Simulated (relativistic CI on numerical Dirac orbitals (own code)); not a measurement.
What each ingredient does to the levels of S2+

Base calculation: Dirac-Coulomb-Breit CI, orbitals from a KLI potential per configuration, a model potential for QED, valence Slater integrals scaled by 0.85, P86 correlation energy added to each configuration.

Configuration list (outside the closed core [Ne]): 3s2 3p2, 3s 3p3, 3s2 3p 3d, 3p4, 3s 3p2 3d, 3s2 3p 4s, 3s2 3p 4p, 3s2 3p 4d, 3s2 3p 5s, 3s2 3p 4f, 3s2 3d 4p, 3s2 3p 5p, 3s2 4s 4p, 3s2 3p 5d, 3s 3p2 4s, 3s2 3p 6s, 3p3 3d, 3s2 3p 5f, 3s2 3p 5g, 3s2 3p 6p, 3p3 4s, 3s2 3p 6d, 3s 3p 3d2, 3s 3p2 4p, 3p3 4p, 3s 3p 3d 4s, 3s 3p 4s2, 3s 3p2 4d, 3s 3p2 5s, 3s2 3d2, 3s 3d3, 3p2 3d2, 3p 3d3, 3p 3d2 4s, 3p 3d2 4p, 3p 3d2 4d, 3s2 3d 4s, 3s 3d2 4s, 3s2 4s2, 3s 3d 4s2, 3s2 4p2, 3s 3d 4p2, 3s 3p 3d 4p, 3s 3d2 4p, 3s 3d 4s 4p, 3s 3d 4p 4d, 3s 3p 4s 4p, 3p 3d 4s 4p, 3s 4s2 4p, 3s 4s 4p2, 3s 4s 4p 4d. Double excitations out of closed p, d and f shells are left out; levels of such configurations are missing from the list, as are those of other unlisted configurations, and high levels can miss mixing partners. These lack a partner that the ground configuration has and come out too high: 3s 3p2 4d, 3s 3p2 5s, 3s2 3p 5s, 3s2 3p 4f, 3s2 3p 5p.

The lowest level and the first level of each name with at least 55 % of one term (blank where a level has no safe partner in the second run):

```
          Level  Base (cm⁻¹)  Shift (cm⁻¹)
   3s2 3p2 3P_0          0.0           0.0
   3s2 3p2 3P_1        291.8           0.0
   3s2 3p2 3P_2        814.9          +0.1
   3s2 3p2 1D_2      11825.5          -1.0
   3s2 3p2 1S_0      26767.8          +2.4
   3s 3p3 5S°_2      60150.9         +54.6
   3s 3p3 3D°_1      86261.9        +107.9
   3s 3p3 3D°_2      86289.3        +107.9
   3s 3p3 3D°_3      86343.0        +107.8
   3s 3p3 3P°_2      99809.4        +114.1
   3s 3p3 3P°_1      99818.8        +113.5
   3s 3p3 3P°_0      99822.7        +113.2
3s2 3p 3d 1D°_2     107657.9        +239.3
3s2 3p 3d 3F°_2     126590.2        +339.8
```

For a near-neutral ion this model can misplace configurations by up to about 10,000 cm⁻¹ (more where the count of f electrons changes) and terms by 10 to 25 % of their spread. Rates follow the energies as ν³ (E1, M1) or ν⁵ (E2), so they and the lifetimes can be off by large factors. The fine structure of a lone outer electron comes out too small, for d and f at times inverted, and misplaced configurations move strength between like terms. 52 of the 56 excited levels that our extract of the measured tables holds in this range could be paired (the sources list more); they are missed by 4822 cm⁻¹ on average and 12430 at most, and levels without a partner can miss by more.

Question: One thing was changed in a second run, which moved the levels as shown. Which?
A. self-excluded LDA correlation estimate
B. QED terms removed
C. configuration mixing switched off
D. Breit term removed
E. no correlation estimate

Answer: A. Self-excluded LDA correlation estimate. A correlation estimate moves all levels of a configuration together before mixing; mixed levels move by a weighted share.

LS names give the leading component of a level, which can be under half, so a name can repeat, a term be missing and a line seem to break the LS rules.
